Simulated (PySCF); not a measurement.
## From computed data to an observable: oscillator strength and radiative lifetime

C₄H₁₀BN, SMILES C[C@H]1CCB1N.

The structure is a stationary point at B3LYP-D3(BJ)/def2-SVP. The structure was generated by enumeration; whether it is a known compound was not checked. The values are those of a single conformer.

PySCF with TDA-PBE/def2-SVPD puts the first singlet state with f over 0.02 at 6.62 eV (vertical), with the transition dipole (0.052, -0.424, -0.494) in atomic units.

Q: Find the oscillator strength, the wavelength and the radiative lifetime that this transition would have in vacuum if emission retraced absorption.

A: 
|μ|² = 0.4265 au, so |μ| = 1.66 D. ΔE = 6.62/27.211 = 0.2433 hartree. f = (2/3) ΔE |μ|² = 0.069 (the program prints 0.069).
λ = 1239.84/6.62 = 187 nm; ν = 53394 cm⁻¹.
Einstein's coefficient A = 0.6670 ν² f s⁻¹ (ν in cm⁻¹) = 1.3e8 s⁻¹, so τ = 1/A = 7.6 ns. This state is S5; the lower singlets have f = 0.003, 0.014, 0.003, 0.012. The figure is the radiative limit of this one transition; relaxation, internal conversion, crossing to triplets and a medium change what is measured.
